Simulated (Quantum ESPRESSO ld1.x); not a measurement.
The numbers below are computed, except where a source is named.
Task: The mean radii <r> (bohr) of the occupied orbitals of an atom or ion are listed with their occupations. Level of theory: scalar-relativistic Kohn-Sham, PBEsol, spin-unpolarised, spherical densities, point nucleus (ld1.x of Quantum ESPRESSO 7.5).

orbital  occ.      <r>
1s          2  0.07310
2s          2   0.3439
2p          6   0.3079
3s          2    1.076
3p          6    1.168
3d          1    1.699
4s          1    3.362

Name the element and its charge.

Result: Z = 21, scandium, charge +1: Sc+ in [Ar] 3d1 4s1. The 1s radius gives Z: for a bare nucleus <r> = (2 gamma + 1)/(2Z) with gamma = sqrt(1 - (Z/c)^2), 0.07087 bohr for Z = 21, and screening makes it slightly larger (0.07310 here). The occupations add up to 20, and the charge is Z minus that.
